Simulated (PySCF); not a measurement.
Rhodium: a sound run and one with changed settings

Sound run: Rh⁺ [Kr] 4d8, Rh²⁺ [Kr] 4d7. Calculation: PySCF 2.14, in aug-cc-pVDZ-PP with ECP28MDF; a scalar-relativistic core potential. In the sound run the correlated levels freeze 4s2 4p6 outside the core potential. The sound run starts from symmetry-adapted Hartree-Fock orbitals and uses a fine grid where one is needed.

A second run was set up differently.

```
species  method  sound run (hartree)  changed run (hartree)  converged
    Rh⁺     UHF           -109.15502             -109.15502        yes
    Rh⁺     PBE           -109.85059             -109.85059        yes
    Rh⁺    PBE0           -109.84109             -109.84109        yes
    Rh⁺     MP2           -109.32806             -109.24289        yes
   Rh²⁺     UHF           -108.56221             -108.50965         no
   Rh²⁺     PBE           -109.17577             -109.14148         no
   Rh²⁺    PBE0           -109.17632             -109.13862         no
```

Q: What was changed?
A. angular grid far too coarse
B. basis contracted for another Hamiltonian
C. radial grid too coarse
D. level shift left on

A: D. It used initial guess atom, at most 50 SCF cycles, level shift 2.0 hartree. A level shift leaves the converged SCF energy unchanged but raises the virtual orbital energies, which shrinks MP2 if it is not removed.
